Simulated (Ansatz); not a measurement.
Ansatz (a program for electronic structure) input (CCSD(T)/cc-pV(T+d)Z):
A basis named .json is the Basis Set Exchange file of that set.

Ansatz 0.2 input:
```yaml
crystal:
  periodic: [false, false, false]
  atoms:
    - {symbol: Si, position_ang: [0.10447289, -0.70281868, -0.24812556]}
    - {symbol: C, position_ang: [1.36866695, 0.78789232, 0.01153212]}
    - {symbol: C, position_ang: [-1.48830673, 0.19376434, 0.49148243]}
    - {symbol: H, position_ang: [-0.21077650, -0.38543233, -1.73180232]}
    - {symbol: H, position_ang: [0.97139220, 1.76116089, -0.30850024]}
    - {symbol: H, position_ang: [2.30008238, 0.60891432, -0.53879389]}
    - {symbol: H, position_ang: [1.63941958, 0.87418218, 1.07118242]}
    - {symbol: H, position_ang: [-2.39856398, -0.36820260, 0.25054371]}
    - {symbol: H, position_ang: [-1.62217908, 1.22180930, 0.12720042]}
    - {symbol: H, position_ang: [-1.42415643, 0.23708976, 1.58584038]}
basis:
  gaussian:
    orbitals: cc-pV_T+d_Z.json
total_charge: -1
magnetization: {spin_polarized: false}
correlation: {method: ccsd_t, electrons: outside_noble_gas}
```

Output:

```
Functional definition: HF
integrals: 0.78 GiB planned
1099 factors; integrals over basis functions are off by at most 1.4e-3 eV
mean field: 0.73 GiB planned
mean field evaluation 1: about -10032.2978 eV, gradient 2.1e1 eV
mean field evaluation 2: about -10032.4272 eV, gradient 2.1e1 eV
mean field evaluation 4: about -10034.0762 eV, gradient 2.7e0 eV
mean field evaluation 8: about -10034.1064 eV, gradient 1.4e-1 eV
mean field evaluation 16: about -10033.7653 eV, gradient 6.3e0 eV
mean field -10034.10649829 eV, -368.7466124505 hartree, gradient 3.1e-6 eV, S^2 0.000000; 0 other end points of the search recorded, 0 dependent functions left out
7 core orbitals not correlated
reference -10034.10649829 eV, -368.7466124505 hartree; 10, 10 occupied and 180, 180 virtual orbitals, 1099 factors
second order -13.76842710 eV of doubles, -0.00000000 eV of singles
coupled cluster: 1.53 GiB planned
cycle   1  -14.58249557 eV  change   -8.1e-1 eV  update   8.2e-2
cycle   2  -14.98522053 eV  change   -4.0e-1 eV  update   2.6e-2
cycle   3  -15.03150953 eV  change   -4.6e-2 eV  update   9.2e-3
cycle   4  -15.02849795 eV  change    3.0e-3 eV  update   2.6e-3
cycle   5  -15.02810809 eV  change    3.9e-4 eV  update   8.8e-4
cycle   6  -15.02787837 eV  change    2.3e-4 eV  update   3.1e-4
cycle   7  -15.02785812 eV  change    2.0e-5 eV  update   1.1e-4
cycle   8  -15.02788360 eV  change   -2.5e-5 eV  update   4.1e-5
cycle   9  -15.02787535 eV  change    8.3e-6 eV  update   1.4e-5
perturbative correction -0.59210654 eV, -0.0217595139 hartree
Total energy: -10049.72648017 eV, -369.3206361971 hartree
```

It need not be the lowest isomer of its formula. Whether it binds its extra electron was not tested at this geometry.
